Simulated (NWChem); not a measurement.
Molecule: CH3F2In; SMILES [CH3][In]([F])[F]

All runs: NWChem. STO-3G and 3-21G are far too small for this property and stand as cheap habits. All runs use the structure optimised with PBE0/def2-SVP. def2 effective core potentials on In; no spin-orbit coupling. Field at 589 nm.

```tsv
level	isotropic polarisability (bohr³)	anisotropy (bohr³)	relative time
B3LYP/STO-3G (all-electron, non-relativistic)	24.5	8.5	1
B3LYP/def2-SVP (core potentials)	39.5	18.9	3
B3LYP/def2-SVPD (core potentials)	47.9	21.6	7
```

Times are rough ratios from one shared machine.
